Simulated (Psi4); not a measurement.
A run for Psi4: SAPT0/aug-cc-pVDZ on GaH5O2 (a complex), monomers drawn apart or pushed together.

```
memory 1837 MB

molecule dimer {
0 1
O    -0.44824870   -0.98185870    1.02826451
Ga    0.38575375   -0.38299469   -0.43807130
H    -0.36309947   -0.40264646    1.80230784
H     0.24030760   -1.32181315   -1.67653740
H     1.16036568    0.97718944   -0.36172285
--
0 1
O    -0.54951928    1.02586816    4.91849068
H    -0.17582612    0.47051146    5.61167627
H    -1.45427892    1.21135268    5.19340958
units angstrom
symmetry c1
no_reorient
no_com
}

set {
  basis aug-cc-pVDZ
  scf_type df
  freeze_core true
}

energy('sapt0')
```

Output:

```
[...]
==> Input File <==

--------------------------------------------------------------------------
memory 1837 MB

molecule dimer {
0 1
O    -0.44824870   -0.98185870    1.02826451
Ga    0.38575375   -0.38299469   -0.43807130
H    -0.36309947   -0.40264646    1.80230784
H     0.24030760   -1.32181315   -1.67653740
H     1.16036568    0.97718944   -0.36172285
--
0 1
O    -0.54951928    1.02586816    4.91849068
H    -0.17582612    0.47051146    5.61167627
H    -1.45427892    1.21135268    5.19340958
units angstrom
symmetry c1
no_reorient
no_com
}

set {
  basis aug-cc-pVDZ
  scf_type df
  freeze_core true
}

energy('sapt0')
--------------------------------------------------------------------------


   => Loading Basis Set <=

    Name: AUG-CC-PVDZ
    Role: ORBITAL
    Keyword: BASIS
    atoms 1, 6     entry O          line   254 file aug-cc-pvdz.gbs
    atoms 2        entry GA         line  2890 file aug-cc-pvdz.gbs
    atoms 3-5, 7-8 entry H          line    40 file aug-cc-pvdz.gbs

   => Loading Basis Set <=

    Name: AUG-CC-PVDZ
    Role: ORBITAL
    Keyword: BASIS
    atoms 1, 6     entry O          line   254 file aug-cc-pvdz.gbs
    atoms 2        entry GA         line  2890 file aug-cc-pvdz.gbs
    atoms 3-5, 7-8 entry H          line    40 file aug-cc-pvdz.gbs


  //>>>>>>>>>>>>>>>>>>>>>>>>>>>>>>>>>>>//
  //              Dimer HF             //
  //<<<<<<<<<<<<<<<<<<<<<<<<<<<<<<<<<<<//

   => Libint2 <=

    Primary   basis highest AM E, G, H:  7, 6, 3
    Auxiliary basis highest AM E, G, H:  7, 7, 4
    Onebody   basis highest AM E, G, H:  -, -, -
    Solid Harmonics ordering:            Gaussian


   => Loading Basis Set <=

    Name: AUG-CC-PVDZ
    Role: ORBITAL
    Keyword: BASIS
    atoms 1, 6     entry O          line   254 file aug-cc-pvdz.gbs
    atoms 2        entry GA         line  2890 file aug-cc-pvdz.gbs
    atoms 3-5, 7-8 entry H          line    40 file aug-cc-pvdz.gbs


         ---------------------------------------------------------
                                   SCF
               by Justin Turney, Rob Parrish, Andy Simmonett
                          and Daniel G. A. Smith
                              RHF Reference
                        1 Threads,   1751 MiB Core
         ---------------------------------------------------------

  ==> Geometry <==

    Molecular point group: c1
    Full point group: C1

    Geometry (in Angstrom), charge = 0, multiplicity = 1:

       Center              X                  Y                   Z               Mass
    ------------   -----------------  -----------------  -----------------  -----------------
         O           -0.448248700000    -0.981858700000     1.028264510000    15.994914619570
         GA           0.385753750000    -0.382994690000    -0.438071300000    68.925573500000
         H           -0.363099470000    -0.402646460000     1.802307840000     1.007825032230
         H            0.240307600000    -1.321813150000    -1.676537400000     1.007825032230
         H            1.160365680000     0.977189440000    -0.361722850000     1.007825032230
         O           -0.549519280000     1.025868160000     4.918490680000    15.994914619570
         H           -0.175826120000     0.470511460000     5.611676270000     1.007825032230
         H           -1.454278920000     1.211352680000     5.193409580000     1.007825032230

  Running in c1 symmetry.

  Rotational constants: A =      0.40708  B =      0.03238  C =      0.03120 [cm^-1]
  Rotational constants: A =  12203.97986  B =    970.58384  C =    935.37194 [MHz]
  Nuclear repulsion =  159.593584083957609

  Charge       = 0
  Multiplicity = 1
  Electrons    = 52
  Nalpha       = 26
  Nbeta        = 26

  ==> Algorithm <==

  SCF Algorithm Type is DF.
  DIIS enabled.
  MOM disabled.
  Fractional occupation disabled.
  Guess Type is SAD.
  Energy threshold   = 1.00e-08
  Density threshold  = 1.00e-08
  Integral threshold = 1.00e-12

  ==> Primary Basis <==

  Basis Set: AUG-CC-PVDZ
    Blend: AUG-CC-PVDZ
    Number of shells: 57
    Number of basis functions: 127
    Number of Cartesian functions: 134
    Spherical Harmonics?: true
    Max angular momentum: 2

   => Loading Basis Set <=

    Name: (AUG-CC-PVDZ AUX)
    Role: JKFIT
    Keyword: DF_BASIS_SCF
    atoms 1, 6     entry O          line   270 file aug-cc-pvdz-jkfit.gbs
    atoms 2        entry GA         line   936 file aug-cc-pvdz-jkfit.gbs
    atoms 3-5, 7-8 entry H          line    70 file aug-cc-pvdz-jkfit.gbs

  ==> Integral Setup <==

  DFHelper Memory: AOs need 0.064 GiB; user supplied 1.283 GiB.
  SCF_SUBTYPE=INCORE selected. In-core MEM_DF algorithm will be used.
  Using in-core AOs.

  ==> MemDFJK: Density-Fitted J/K Matrices <==

    J tasked:                   Yes
    K tasked:                   Yes
    wK tasked:                   No
    OpenMP threads:               1
    Algorithm:                 Core
    Schwarz Cutoff:           1E-12
    Mask sparsity (%):       5.6420
    Fitting Con
[...]
86707
     120A     14.150384   121A     14.436886   122A     30.575065
     123A     33.532759   124A    100.667161   125A    101.356191
     126A    101.381030   127A    543.770246

    Final Occupation by Irrep:
              A
    DOCC [     5 ]
    NA   [     5 ]
    NB   [     5 ]

  @DF-RHF Final Energy:   -76.04102959565832

   => Energetics <=

    Nuclear Repulsion Energy =              9.1310301592100700
    One-Electron Energy =                -122.8658020112110876
    Two-Electron Energy =                  37.6937422563427020
    Total Energy =                        -76.0410295956583155

Computation Completed


Properties will be evaluated at   0.000000,   0.000000,   0.000000 [a0]

Properties computed using the SCF density matrix


 Multipole Moments:

 ------------------------------------------------------------------------------------
     Multipole            Electronic (a.u.)      Nuclear  (a.u.)        Total (a.u.)
 ------------------------------------------------------------------------------------

 L = 1.  Multiply by 2.5417464519 to convert [e a0] to [Debye]
 Dipole X            :         11.0314147          -11.3879796           -0.3565649
 Dipole Y            :        -18.9358551           18.6871415           -0.2487136
 Dipole Z            :        -94.1261276           94.7754557            0.6493282
 Magnitude           :                                                    0.7814244

 ------------------------------------------------------------------------------------

  Constructing Basis Sets for SAPT...

   => Loading Basis Set <=

    Name: (AUG-CC-PVDZ AUX)
    Role: RIFIT
    Keyword: DF_BASIS_SAPT
    atoms 1, 6     entry O          line   204 file aug-cc-pvdz-ri.gbs
    atoms 2        entry GA         line   690 file aug-cc-pvdz-ri.gbs
    atoms 3-5, 7-8 entry H          line    30 file aug-cc-pvdz-ri.gbs

   => Loading Basis Set <=

    Name: (AUG-CC-PVDZ AUX)
    Role: JKFIT
    Keyword: DF_BASIS_ELST
    atoms 1, 6     entry O          line   270 file aug-cc-pvdz-jkfit.gbs
    atoms 2        entry GA         line   936 file aug-cc-pvdz-jkfit.gbs
    atoms 3-5, 7-8 entry H          line    70 file aug-cc-pvdz-jkfit.gbs


  //>>>>>>>>>>>>>>>>>>>>>>>>>>>>>>>>>>>//
  //               SAPT0               //
  //<<<<<<<<<<<<<<<<<<<<<<<<<<<<<<<<<<<//



        SAPT0
    Ed Hohenstein
     6 June 2009

      Orbital Information
  --------------------------
    NSO        =       127
    NMO        =       127
    NRI        =       389
    NRI (Elst) =       526
    NOCC A     =        21
    NOCC B     =         5
    FOCC A     =        10
    FOCC B     =         1
    NVIR A     =       106
    NVIR B     =       122

    Elst10,r            =    -0.001765164690 [Eh]
    Exch10              =     0.000048079487 [Eh]
    Exch10 (S^2)        =     0.000048076806 [Eh]

    Maxiter = 50
    CPHF R converge = 1.000000E-08

    Iter     Energy [mEh]          dE [mEh]         Residual      Time [s]
       1      -0.04595441       0.045954407     1.471337e-03             0
       2      -0.05349506       0.007540654     8.054467e-04             0
       3      -0.05699549       0.003500429     2.201849e-04             0
       4      -0.05735602       0.000360533     6.166867e-05             0
       5      -0.05711174      -0.000244283     1.052146e-05             1
       6      -0.05712340       0.000011659     3.642987e-06             1
       7      -0.05712974       0.000006344     7.162355e-07             1
       8      -0.05712778      -0.000001964     1.698636e-07             1
       9      -0.05712808       0.000000302     3.472685e-08             1
      10      -0.05712806      -0.000000024     8.430267e-09             1

    CHF Iterations converged

    Maxiter = 50
    CPHF R converge = 1.000000E-08

    Iter     Energy [mEh]          dE [mEh]         Residual      Time [s]
       1      -0.02643182       0.026431816     1.182547e-03             0
       2      -0.02975960       0.003327783     5.510433e-04             0
       3      -0.03215645       0.002396849     1.145179e-04             0
       4      -0.03215906       0.000002615     2.730456e-05             0
       5      -0.03209392      -0.000065137     3.981573e-06             0
       6      -0.03210478       0.000010852     7.940610e-07             0
       7      -0.03210351      -0.000001272     1.275597e-07             0
       8      -0.03210360       0.000000091     2.812337e-08             0
       9      -0.03210359      -0.000000009     7.081671e-09             0

    CHF Iterations converged

    Ind20,r (A<-B)      =    -0.000057128058 [Eh]
    Ind20,r (B<-A)      =    -0.000032103588 [Eh]
    Ind20,r             =    -0.000089231646 [Eh]
    Exch-Ind20,r (A<-B) =     0.000001347222 [Eh]
    Exch-Ind20,r (B<-A) =     0.000004568269 [Eh]
    Exch-Ind20,r        =     0.000005915491 [Eh]
    Disp20              =    -0.000247526667 [Eh]
    Disp20 (SS)         =    -0.000123763333 [Eh]
    Disp20 (OS)         =    -0.000123763333 [Eh]
    Exch-Disp20         =     0.000005010404 [Eh]
    Exch-Disp20 (SS)    =     0.000003510942 [Eh]
    Exch-Disp20 (OS)    =     0.000001499462 [Eh]

    SAPT Results
  --------------------------------------------------------------------------------------------------------
    Electrostatics                 -1.76516469 [mEh]      -1.10765757 [kcal/mol]      -4.63443926 [kJ/mol]
      Elst10,r                     -1.76516469 [mEh]      -1.10765757 [kcal/mol]      -4.63443926 [kJ/mol]

    Exchange                        0.04807949 [mEh]       0.03017033 [kcal/mol]       0.12623267 [kJ/mol]
      Exch10                        0.04807949 [mEh]       0.03017033 [kcal/mol]       0.12623267 [kJ/mol]
      Exch10(S^2)                   0.04807681 [mEh]       0.03016865 [kcal/mol]       0.12622564 [kJ/mol]

    Induction                      -0.09000573 [mEh]      -0.05647945 [kcal/mol]      -0.23631002 [kJ/mol]
      Ind20,r                      -0.08923165 [mEh]      -0.05599370 [kcal/mol]      -0.23427765 [kJ/mol]
      Exch-Ind20,r                  0.00591549 [mEh]       0.00371203 [kcal/mol]       0.01553112 [kJ/mol]
      delta HF,r (2)               -0.00668958 [mEh]      -0.00419777 [kcal/mol]      -0.01756349 [kJ/mol]

    Dispersion                     -0.24251626 [mEh]      -0.15218125 [kcal/mol]      -0.63672636 [kJ/mol]
      Disp20                       -0.24752667 [mEh]      -0.15532533 [kcal/mol]      -0.64988117 [kJ/mol]
      Exch-Disp20                   0.00501040 [mEh]       0.00314408 [kcal/mol]       0.01315481 [kJ/mol]
      Disp20 (SS)                  -0.12376333 [mEh]      -0.07766266 [kcal/mol]      -0.32494059 [kJ/mol]
      Disp20 (OS)                  -0.12376333 [mEh]      -0.07766266 [kcal/mol]      -0.32494059 [kJ/mol]
      Exch-Disp20 (SS)              0.00351094 [mEh]       0.00220315 [kcal/mol]       0.00921798 [kJ/mol]
      Exch-Disp20 (OS)              0.00149946 [mEh]       0.00094093 [kcal/mol]       0.00393684 [kJ/mol]

  Total HF                         -1.80709094 [mEh]      -1.13396668 [kcal/mol]      -4.74451660 [kJ/mol]
  Total SAPT0                      -2.04960720 [mEh]      -1.28614794 [kcal/mol]      -5.38124297 [kJ/mol]

  Special recipe for scaled SAPT0 (see Manual):
    Electrostatics sSAPT0          -1.76516469 [mEh]      -1.10765757 [kcal/mol]      -4.63443926 [kJ/mol]
    Exchange sSAPT0                 0.04807949 [mEh]       0.03017033 [kcal/mol]       0.12623267 [kJ/mol]
    Induction sSAPT0               -0.09000475 [mEh]      -0.05647883 [kcal/mol]      -0.23630743 [kJ/mol]
    Dispersion sSAPT0              -0.24251542 [mEh]      -0.15218073 [kcal/mol]      -0.63672416 [kJ/mol]
  Total sSAPT0                     -2.04960537 [mEh]      -1.28614679 [kcal/mol]      -5.38123817 [kJ/mol]
  --------------------------------------------------------------------------------------------------------



*** Psi4 exiting successfully. Buy a developer a beer!
```

The run finished.

Cost: about 9 core-seconds (a rough figure).
